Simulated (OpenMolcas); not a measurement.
## Multiplet structure of Ba

```yaml
Program: OpenMolcas
Method: "SS-CASPT2, IPEA 0.25 Eh, imaginary shift 0.1 Eh (closed shells correlated: 5s 5p)"
Basis: ANO-RCC-VQZP [9s8p5d3f2g]
Scalar_Hamiltonian: DKH2, point nucleus
Active_space: 2 electrons in 8 orbitals (6s 6p 7s 7p)
State_averaging: 2S+1 = 3 even, 1 root; 2S+1 = 1 even, 7 roots; 2S+1 = 3 odd, 3 roots; 2S+1 = 1 odd, 3 roots
Spin-orbit_coupling: state interaction with AMFI integrals over the reference wave functions, term energies averaged over their components
```

With spin-orbit coupling, above the lowest level:

```tsv
Configuration	Term	J	E (cm⁻¹)	Measured (cm⁻¹)	g	Term weight %
6s²	¹S	0	0.0	0.0		100
6s 6p	³P°	0	11950	12266		100
6s 6p	³P°	1	12230	12637	1.501	100
6s 6p	³P°	2	12820	13515	1.501	100
6s 6p	¹P°	1	20370	18060	1.000	100
```

Against the 4 measured excited levels shown (NIST Handbook of Basic Atomic Spectroscopic Data) the mean absolute deviation is 930 cm-1; the largest miss in energy is 6s 6p ¹P°₁: computed 20370, measured 18060 cm⁻¹ (+12.8 %).

Over all roots computed the reference weight is 0.88 to 0.94; the roots of lowest weight are the least certain, and an intruder state may touch them. The run also gave levels led by 6s 7s, which use shells meant for correlation; these and all levels above them are left out. Computed and measured levels are paired by configuration, term and J; levels that our copy of the source lacks, or whose pairing is in doubt (as where it misses far off the trend of its configuration), stay unpaired and out of the deviations. Levels of configurations outside the active space are missing. The first state left out of the spin-orbit step lies near 32000 cm-1 above the lowest spin-free state of the reference (among the parities and spins computed), and the list stops at four fifths of that energy or lower.

The term weight is that of the spin-free term in the level, not the purity of its configuration. ° marks odd parity.
